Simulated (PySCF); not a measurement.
Te(Me)(SiH3) (CH₆SiTe), SMILES C[Te][SiH3].

Geometry optimised at B3LYP-D3(BJ)/def2-SVP. The def2 effective core potentials stand for the cores of Te; spin–orbit coupling is left out.

Method: PBE0/def2-TZVPD (PySCF).

The molecule is in vacuum.

```json
{
 "total_energy": "-599.09898 hartree",
 "point_group": "Cs",
 "highest_occupied_level": "-6.15 eV",
 "lowest_empty_level": "-0.97 eV",
 "orbital_gap": "5.19 eV",
 "dipole_moment": "1.12 D",
 "quadrupole, principal values (traceless, Buckingham form, about the centre of nuclear charge)": "-4.21, -0.33, 4.54 D·Å",
 "mean_static_polarisability": "88.4 bohr³ (13.11 Å³)",
 "polarisability_principal_values": "73.4, 86.5, 105.4 bohr³"
}
```
